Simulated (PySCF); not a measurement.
Species: (Br2In-mu-SH)2.
Cartesian coordinates in Å at the PBE0-D3(BJ)/def2-SVP level; atoms count from 1:
```
atom  x, y, z in Å
In1   -1.7223   -0.3663   -0.1939
Br2   -1.9986   -2.8048   -0.4868
Br3   -3.4870    1.3399   -0.1915
S4     0.0911    0.4256   -1.8494
In5    1.5269    0.8928    0.2371
Br6    1.8328    3.3148    0.5325
Br7    3.2916   -0.8328    0.2328
S8    -0.2531    0.0166    1.8863
H9     0.6013   -0.8176   -2.0254
H10    0.2420   -1.2450    1.8627
```

The calculation used TDDFT B3LYP/def2-SVPD, vertical, gas phase, core orbitals frozen in the response, def2 core potentials past Kr in PySCF 2.14.0, density-fitted response routines. Spin–orbit coupling is left out. Note that the optimisation stopped short of convergence; the values belong to its last geometry.

Ground-to-excited transition dipoles (e·a0, same axes as the geometry; the sign carries no meaning), for the states with f of 0.002 or more among the lowest 9:

| state | E (eV) | μx | μy | μz |
| --- | --- | --- | --- | --- |
| S2 | 4.482 | 0.201 | 0.046 | 0.025 |
| S4 | 4.500 | -0.121 | 0.456 | 0.050 |
| S6 | 4.564 | -1.024 | -0.358 | -0.127 |
| S8 | 4.662 | 0.048 | 0.063 | -0.647 |
| S9 | 4.779 | -0.041 | -0.048 | 0.401 |

(1) What oscillator strength does each state have?

(2) What angle do the transition dipoles of S4 and S8 make?

(3) What peak molar absorption coefficient would the strongest computed level give as a lone Gaussian band 0.5 eV wide at half height?

## Answers

(1) f = (2/3) ΔE |μ|² with ΔE in hartree (27.2114 eV).

```
state  |μ|² (au)  |μ| (D)      f
   S2      0.043     0.53  0.005
   S4      0.225     1.21  0.025
   S6      1.194     2.78  0.133
   S8      0.425     1.66  0.049
   S9      0.165     1.03  0.019
```

(2) |cos θ| = |μa·μb| / (|μa| |μb|) = 0.03, so θ ≈ 88° (taken between 0 and 90°, since the signs are arbitrary).

(3) ε(max) = 2.175×10⁸ f / FWHM, with the width in cm⁻¹. S6: 2.175×10⁸ × 0.1335 / 4033 ≈ 7200 L mol⁻¹ cm⁻¹.

All these states lie below the vertical ionisation energy of 9.84 eV (ΔSCF).

The run took 23 min (with the writing of density and orbital grids) on an Intel Xeon at 2.50 GHz with one thread, no GPU (shared host), and the process peaked at 1.8 GiB of memory.

One conformer stands for the species.
